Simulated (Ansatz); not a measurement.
`CC#C[SiH2]Cl` and `C#CC` differ in one atom or group.

Ansatz, PBE0-D4/def2-TZVP geometries, multiplicity 1. 

```
                                          property  `CC#C[SiH2]Cl`
size of the dipole moment (ωB97M-V/def2-TZVPP) / D            2.73
  size of the dipole moment (B3LYP/def2-TZVPP) / D            2.74
             HOMO energy (ωB97M-V/def2-TZVPP) / eV          -10.19
                HOMO energy (PBE0/def2-TZVPP) / eV           -7.98
             HOMO–LUMO gap (B3LYP/def2-TZVPP) / eV            7.06
               LUMO energy (B3LYP/def2-TZVPP) / eV           -0.68
```

Problem. What does the change do to each property? (An estimate is asked.)

Solution. Computed: 
| property | `C#CC` | shift |
| --- | --- | --- |
| size of the dipole moment (ωB97M-V/def2-TZVPP) / D | 0.81 | -1.92 |
| size of the dipole moment (B3LYP/def2-TZVPP) / D | 0.83 | -1.91 |
| HOMO energy (ωB97M-V/def2-TZVPP) / eV | -10.01 | 0.18 |
| HOMO energy (PBE0/def2-TZVPP) / eV | -7.72 | 0.26 |
| HOMO–LUMO gap (B3LYP/def2-TZVPP) / eV | 8.51 | 1.45 |
| LUMO energy (B3LYP/def2-TZVPP) / eV | 1.02 | 1.70 |

With PBE0 the HOMO rises by 0.26 eV and the LUMO rises by 1.80 eV, so the gap widens by about 1.54 eV. PBE moves the HOMO by 0.28 eV and ωB97M-V by 0.18 eV. Dipoles are sizes alone; their direction can turn.

B3LYP here is the variant with VWN-RPA as its local correlation; programs differ in this.
